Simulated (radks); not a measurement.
The numbers below are computed, except where a source is named.
Charge is removed step by step from the 2s down level of Mg7+, starting from [He] 2s(up 1, down 1) 2p1. Code: a radial shooting solver on a logarithmic mesh with Libxc functionals. Model: scalar-relativistic Kohn-Sham, r2SCAN, spin-polarised, spherical densities, finite nucleus; open shells are filled with parallel spins first; meta-GGA in the generalised Kohn-Sham scheme; Fermi nuclear charge, rms radius 3.057 fm.

removed (e)  E - E(0) (eV)  eigenvalue (eV)
0                    0.000          -267.61
0.125               33.691          -271.45
0.25                67.857          -275.21
0.375               102.49          -278.83
0.5                 137.55          -282.25
0.625               173.03          -285.39
0.75                208.88          -288.11
0.875               245.02          -289.98

The mean slope of the eigenvalue, de/dn, is 25.6 eV per electron.
